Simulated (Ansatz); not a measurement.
Ansatz (a quantum-chemistry and plane-wave program) input (CCSD(T)/aug-cc-pV(D+d)Z):
A basis named .json is the Basis Set Exchange file of that set.

Ansatz 0.2 input:
```yaml
crystal:
  periodic: [false, false, false]
  atoms:
    - {symbol: Si, position_ang: [-1.17133653, -0.17343155, 0.34627255]}
    - {symbol: Cl, position_ang: [1.28157539, 0.16849737, -0.30085775]}
    - {symbol: H, position_ang: [-1.40914827, -1.12243005, -0.78894705]}
    - {symbol: H, position_ang: [-1.56461609, 1.18064801, -0.16134527]}
    - {symbol: H, position_ang: [-2.41430589, -0.49463146, 1.21705835]}
basis:
  gaussian:
    orbitals: aug-cc-pV_D+d_Z.json
total_charge: -1
magnetization: {spin_polarized: true, initial_magnetization: 1}
correlation: {method: ccsd_t, electrons: outside_noble_gas}
output: {forces: true}
```

End of the output:

```
mean field evaluation 8: about -20414.0642 eV, gradient 3.8e-3 eV
mean field evaluation 16: about -20414.0600 eV, gradient 2.7e-1 eV
mean field evaluation 32: about -20409.7059 eV, gradient 3.7e-5 eV
mean field evaluation 64: about -20405.2888 eV, gradient 4.5e0 eV
mean field evaluation 96: about -20402.9456 eV, gradient 5.6e0 eV
mean field evaluation 128: about -20403.8879 eV, gradient 1.7e-1 eV
mean field evaluation 160: about -20411.6020 eV, gradient 4.8e-2 eV
mean field evaluation 192: about -20411.2987 eV, gradient 2.7e0 eV
mean field evaluation 224: about -20411.6019 eV, gradient 2.1e-2 eV
mean field evaluation 256: about -20410.5472 eV, gradient 1.0e0 eV
mean field evaluation 288: about -20410.6049 eV, gradient 5.7e-2 eV
mean field evaluation 320: about -20410.1541 eV, gradient 8.1e-3 eV
mean field evaluation 352: about -20409.7056 eV, gradient 7.2e-2 eV
mean field -20414.06415171 eV, -750.2030204257 hartree, gradient 3.2e-6 eV, S^2 0.759436; 6 other end points of the search recorded, 0 dependent functions left out
determinant -20414.06415171 eV, -750.2030204257 hartree, with singles and doubles -20422.63026029 eV, -750.5178191097 hartree
determinant -20411.60204436 eV, -750.1125396494 hartree, with singles and doubles -20420.13988186 eV, -750.4262993905 hartree
determinant -20411.01406838 eV, -750.0909319307 hartree, with singles and doubles -20419.54866606 eV, -750.4045726107 hartree
determinant -20410.60862034 eV, -750.0760319900 hartree, with singles and doubles -20419.15216572 eV, -750.3900014918 hartree
determinant -20409.70593098 eV, -750.0428587678 hartree, with singles and doubles -20418.36596246 eV, -750.3611090550 hartree
10 core orbitals not correlated
reference -20414.06415171 eV, -750.2030204257 hartree; 8, 7 occupied and 73, 74 virtual orbitals, 897 factors
densities: 0.79 GiB planned
second order -7.47898067 eV of doubles, -0.00000000 eV of singles
coupled cluster: 0.53 GiB planned
cycle   1  -8.53987752 eV  change   -1.7e-1 eV  update   2.0e-2
cycle   2  -8.54947170 eV  change   -9.6e-3 eV  update   5.7e-3
cycle   3  -8.55194583 eV  change   -2.5e-3 eV  update   2.7e-3
cycle   4  -8.55323930 eV  change   -1.3e-3 eV  update   1.1e-3
cycle   5  -8.55342547 eV  change   -1.9e-4 eV  update   4.7e-4
cycle   6  -8.55352188 eV  change   -9.6e-5 eV  update   1.9e-4
cycle   7  -8.55357303 eV  change   -5.1e-5 eV  update   7.7e-5
cycle   8  -8.55358868 eV  change   -1.6e-5 eV  update   3.3e-5
cycle   9  -8.55358775 eV  change    9.3e-7 eV  update   1.4e-5
cycle  10  -8.55358771 eV  change    4.1e-8 eV  update   6.2e-6
cycle  11  -8.55358791 eV  change   -2.0e-7 eV  update   2.9e-6
cycle  12  -8.55358829 eV  change   -3.8e-7 eV  update   1.3e-6
perturbative correction -0.25316928 eV, -0.0093037996 hartree
the calculation of the forces begins
Total energy: -20422.87090928 eV, -750.5266627971 hartree
Atom 0 at    -1.171337    -0.173432     0.346273 Å, force    -0.099255    -0.012892     0.022720 eV/Å
Atom 1 at     1.281575     0.168497    -0.300858 Å, force     0.012824     0.004538    -0.013476 eV/Å
Atom 2 at    -1.409148    -1.122430    -0.788947 Å, force     0.051433    -0.086512    -0.060870 eV/Å
Atom 3 at    -1.564616     1.180648    -0.161345 Å, force     0.038096     0.111059    -0.007030 eV/Å
Atom 4 at    -2.414306    -0.494631     1.217058 Å, force    -0.003097    -0.016193     0.058656 eV/Å
Dipole moment:    -0.051454    -0.009304     0.021398 e Å
```
